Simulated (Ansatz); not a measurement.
Geometry optimisation of Na₃Cl₃⁺.

```yaml
crystal:
  periodic: [false, false, false]
  atoms:
    - {symbol: Na, position_ang: [-0.161430, 0.856170, -1.706550]}
    - {symbol: Na, position_ang: [0.625470, 1.629970, 1.780280]}
    - {symbol: Na, position_ang: [-0.829280, -1.556460, 0.741650]}
    - {symbol: Cl, position_ang: [1.552700, -0.242360, 0.181070]}
    - {symbol: Cl, position_ang: [0.246410, -1.633440, -1.547720]}
    - {symbol: Cl, position_ang: [-1.433880, 0.946130, 0.551270]}
basis:
  gaussian: {orbitals: def2-SVP}
total_charge: 1
magnetization: {spin_polarized: true, initial_magnetization: 1}
hamiltonian: {xc: {name: B3LYP}, dispersion: d4}
scf: {lower_state_search: "off"}
output: {orbitals: {seedname: orbitals}}
relax: {f_tol: 0.02, max_steps: 100}
```

```sh
$ ansatz run in.yaml --threads 4 --pin off --events-out ev --progress --plain --max-ram 4787MiB
```

Output, abridged:

```
Functional definition: B3LYP
mean field -50803.40512330 eV, -1866.9907024966 hartree, gradient 7.8e-6 eV, S^2 0.752399; 0 other end points of the search recorded, 0 dependent functions left out
relax step   1: F+E_penalty+E_count = -50803.77161374 eV  Δ(F+E_penalty+E_count) = +0.000e0 eV  max|allowed force component| = 1.070e0 eV/Å  Δτ_max = 0.0000 Å  (15 SCF iters, accepted)
mean field -50803.61067313 eV, -1866.9982563134 hartree, gradient 5.1e-6 eV, S^2 0.752658; 0 other end points of the search recorded, 0 dependent functions left out
relax step   2: F+E_penalty+E_count = -50803.96038949 eV  Δ(F+E_penalty+E_count) = -1.888e-1 eV  max|allowed force component| = 1.581e-1 eV/Å  Δτ_max = 0.1948 Å  (21 SCF iters, accepted)
mean field -50803.62596099 eV, -1866.9988181318 hartree, gradient 3.5e-6 eV, S^2 0.752701; 0 other end points of the search recorded, 0 dependent functions left out
relax step   3: F+E_penalty+E_count = -50803.97426992 eV  Δ(F+E_penalty+E_count) = -1.388e-2 eV  max|allowed force component| = 7.431e-2 eV/Å  Δτ_max = 0.0398 Å  (23 SCF iters, accepted)
mean field -50803.62715177 eV, -1866.9988618922 hartree, gradient 3.8e-6 eV, S^2 0.752707; 0 other end points of the search recorded, 0 dependent functions left out
relax step   4: F+E_penalty+E_count = -50803.97596182 eV  Δ(F+E_penalty+E_count) = -1.692e-3 eV  max|allowed force component| = 1.166e-1 eV/Å  Δτ_max = 0.1081 Å  (21 SCF iters, accepted)
mean field -50803.63345279 eV, -1866.9990934504 hartree, gradient 3.4e-6 eV, S^2 0.752704; 0 other end points of the search recorded, 0 dependent functions left out
relax step   5: F+E_penalty+E_count = -50803.98146327 eV  Δ(F+E_penalty+E_count) = -5.501e-3 eV  max|allowed force component| = 2.622e-2 eV/Å  Δτ_max = 0.0529 Å  (23 SCF iters, accepted)
mean field -50803.63348610 eV, -1866.9990946747 hartree, gradient 3.3e-6 eV, S^2 0.752717; 0 other end points of the search recorded, 0 dependent functions left out
relax step   6: F+E_penalty+E_count = -50803.98122330 eV  Δ(F+E_penalty+E_count) = +2.400e-4 eV  max|allowed force component| = 3.996e-2 eV/Å  Δτ_max = 0.0303 Å  (23 SCF iters, rejected (line search))
mean field -50803.63420135 eV, -1866.9991209596 hartree, gradient 4.9e-6 eV, S^2 0.752703; 0 other end points of the search recorded, 0 dependent functions left out
relax step   7: F+E_penalty+E_count = -50803.98205364 eV  Δ(F+E_penalty+E_count) = -5.904e-4 eV  max|allowed force component| = 5.531e-3 eV/Å  Δτ_max = 0.0148 Å  (17 SCF iters, accepted)
mean field -50803.63437043 eV, -1866.9991271730 hartree, gradient 3.0e-6 eV, S^2 0.752703; 0 other end points of the search recorded, 0 dependent functions left out
relax step   8: F+E_penalty+E_count = -50803.98213735 eV  Δ(F+E_penalty+E_count) = -8.371e-5 eV  max|allowed force component| = 1.156e-3 eV/Å  Δτ_max = 0.0115 Å  (18 SCF iters, accepted)
mean field -50803.63418381 eV, -1866.9991203150 hartree, gradient 2.0e-6 eV, S^2 0.752703; 0 other end points of the search recorded, 0 dependent functions left out
relax step   9: F+E_penalty+E_count = -50803.98212996 eV  Δ(F+E_penalty+E_count) = +7.386e-6 eV  max|allowed force component| = 4.263e-3 eV/Å  Δτ_max = 0.0027 Å  (16 SCF iters, accepted)
mean field -50803.63432371 eV, -1866.9991254563 hartree, gradient 2.4e-6 eV, S^2 0.752704; 0 other end points of the search recorded, 0 dependent functions left out
relax step  10: F+E_penalty+E_count = -50803.98214271 eV  Δ(F+E_penalty+E_count) = -1.274e-5 eV  max|allowed force component| = 1.282e-3 eV/Å  Δτ_max = 0.0018 Å  (16 SCF iters, accepted)
mean field -50803.63434949 eV, -1866.9991264037 hartree, gradient 1.2e-6 eV, S^2 0.752704; 0 other end points of the search recorded, 0 dependent functions left out
relax step  11: F+E_penalty+E_count = -50803.98214896 eV  Δ(F+E_penalty+E_count) = -6.255e-6 eV  max|allowed force component| = 1.614e-3 eV/Å  Δτ_max = 0.0017 Å  (15 SCF iters, accepted)
mean field -50803.63548050 eV, -1866.9991679674 hartree, gradient 3.5e-6 eV, S^2 0.752705; 0 other end points of the search recorded, 0 dependent functions left out
relax step  12: F+E_penalty+E_count = -50803.98254822 eV  Δ(F+E_penalty+E_count) = -3.993e-4 eV  max|allowed force component| = 2.833e-2 eV/Å  Δτ_max = 0.0587 Å  (23 SCF iters, accepted)
mean field -50803.63978919 eV, -1866.9993263089 hartree, gradient 7.1e-6 eV, S^2 0.752716; 0 other end points of the search recorded, 0 dependent functions left out
relax step  13: F+E_penalty+E_count = -50803.98454696 eV  Δ(F+E_penalty+E_count) = -1.999e-3 eV  max|allowed force component| = 1.187e-1 eV/Å  Δτ_max = 0.1422 Å  (21 SCF iters, accepted)
mean field -50803.65130625 eV, -1866.9997495531 hartree, gradient 5.5e-6 eV, S^2 0.752724; 0 other end points of the search recorded, 0 dependent functions left out
relax step  14: F+E_penalty+E_count = -50803.98863947 eV  Δ(F+E_penalty+E_count) = -4.093e-3 eV  max|allowed force component| = 6.967e-1 eV/Å  Δτ_max = 0.1362 Å  (22 SCF iters, accepted)
mean field -50803.66349436 eV, -1867.0001974578 hartree, gradient 2.6e-6 eV, S^2 0.752701; 0 other end points of the search recorded, 0 dependent functions left out
relax step  15: F+E_penalty+E_count = -50804.00215046 eV  Δ(F+E_penalty+E_count) = -1.351e-2 eV  max|allowed force component| = 2.190e-1 eV/Å  Δτ_max = 0.1956 Å  (24 SCF iters, accepted)
mean field -50803.66720483 eV, -1867.0003338152 hartree, gradient 2.2e-6 eV, S^2 0.752698; 0 other end points of the search recorded, 0 dependent functions left out
relax step  16: F+E_penalty+E_count = -50804.00257577 eV  Δ(F+E_penalty+E_count) = -4.253e-4 eV  max|allowed force component| = 3.064e-1 eV/Å  Δτ_max = 0.1951 Å  (26 SCF iters, accepted)
mean field -50803.68792489 eV, -1867.0010952634 hartree, gradient 3.7e-6 eV, S^2 0.752555; 0 other end points of the search recorded, 0 dependent functions left out
relax step  17: F+E_penalty+E_count = -50804.03538975 eV  Δ(F+E_penalty+E_count) = -3.281e-2 eV  max|allowed force component| = 1.104e-1 eV/Å  Δτ_max = 0.1605 Å  (21 SCF iters, accepted)
mean field -50803.69763219 eV, -1867.0014520001 hartree, gradient 3.9e-6 eV, S^2 0.752521; 0 other end points of the search recorded, 0 dependent functions left out
relax step  18: F+E_penalty+E_count = -50804.04052504 eV  Δ(F+E_penalty+E_count) = -5.135e-3 eV  max|allowed force component| = 4.756e-2 eV/Å  Δτ_max = 0.1201 Å  (21 SCF iters, accepted)
mean field -50803.69993100 eV, -1867.0015364795 hartree, gradient 2.8e-6 eV, S^2 0.752533; 0 other end points of the search recorded, 0 dependent functions left out
relax step  19: F+E_penalty+E_count = -50804.04406913 eV  Δ(F+E_penalty+E_count) = -3.544e-3 eV  max|allowed force component| = 8.826e-3 eV/Å  Δτ_max = 0.0516 Å  (23 SCF iters, accepted)
Total energy: -50804.04438054 eV, -1867.0141947668 hartree
Atom 0 at    -0.172349     0.829387    -1.677205 Å, force     0.002794    -0.005437     0.008826 eV/Å
Atom 1 at     0.764661     1.360483     1.800805 Å, force     0.001441    -0.004621    -0.001448 eV/Å
Atom 2 at    -1.615391    -1.657339     0.556296 Å, force     0.004779    -0.000126    -0.000748 eV/Å
Atom 3 at     2.061010     0.279929    -0.244951 Å, force     0.002485     0.008544     0.000169 eV/Å
Atom 4 at     0.466784    -1.733705    -1.084142 Å, force    -0.006550    -0.004516    -0.002694 eV/Å
Atom 5 at    -1.504724     0.921254     0.649198 Å, force    -0.004949     0.006155    -0.004105 eV/Å
Dipole moment:    -0.637765     0.255636     0.613795 e Å
Checks for a lower state left out: stability, starts, cluster_reference, orbital_swaps, neighbouring_geometries, increment
```

It took 1.9 min on 4 threads of Intel Xeon on a shared host.

In the doublet, Cl4 and Cl5 lie 2.70 Å apart (atoms count from 1), so these atoms are partly bonded to each other. The structure comes from a short search, and lower isomers may exist.
